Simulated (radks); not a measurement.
Results of a calculation; reference values are marked as such.
Isoelectronic series with 3 electrons, each ion in its NIST ground configuration. Level of theory: non-relativistic Kohn-Sham, r2SCAN, spin-unpolarised, spherical densities, point nucleus; meta-GGA in the generalised Kohn-Sham scheme (a radial shooting solver on a logarithmic mesh with Libxc functionals). Total energies (hartree) and orbital eigenvalues (eV):

ion    configuration  E (hartree)         2s         1s
Li          [He] 2s1     -7.46555    -2.8509   -53.5690
Be+         [He] 2s1    -14.29608   -13.6388  -120.2057
B2+         [He] 2s1    -23.37902   -31.3720  -214.2851
C3+         [He] 2s1    -34.71259   -55.9498  -335.6490
N4+         [He] 2s1    -48.29634   -87.3470  -484.2570
O5+         [He] 2s1    -64.13016  -125.5548  -660.0940
F6+         [He] 2s1    -82.21399  -170.5694  -863.1529
Ne7+        [He] 2s1   -102.54781  -222.3889  -1093.430
Mg9+        [He] 2s1   -149.96541  -346.4397  -1635.631
Al10+       [He] 2s1   -177.04919  -418.6701  -1947.553
Si11+       [He] 2s1   -206.38296  -497.7035  -2286.688
